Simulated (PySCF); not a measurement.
Problem. What does the PBE0-D3(BJ)/def2-SVP structure of `O=C[SiH2]C(Cl)(Cl)Cl` look like in three dimensions?

Solution. 
```
atom  x, y, z in Å
O1    -1.346   -0.201    0.237
C2    -0.159   -0.359    0.369
Si3    1.032    1.117    0.000
C4     2.823    0.518    0.320
Cl5    2.934    0.005    2.026
Cl6    3.129   -0.882   -0.744
Cl7    3.997    1.807   -0.011
H8     0.261   -1.348    0.700
H9     0.913    1.519   -1.427
H10    0.739    2.248    0.921
```

Any rigid rotation of these coordinates is as good. Atoms count from 1 in this order. Si3 (SiH2 silicon) is tetrahedral (angles from 107.8° to 111.9°).

Bonds between heavy atoms (Å): O1=C2 1.205, C2–Si3 1.931, Si3–C4 1.915, C4–Cl5 1.785, C4–Cl6 1.785, C4–Cl7 1.775.

Method used: PySCF, PBE0-D3(BJ)/def2-SVP geometry optimisation, gas phase.

Point group: Cs (tolerance 0.08 Å). No frequency check. The numbers are those of one conformer (O1–C2–Si3–C4 180°).
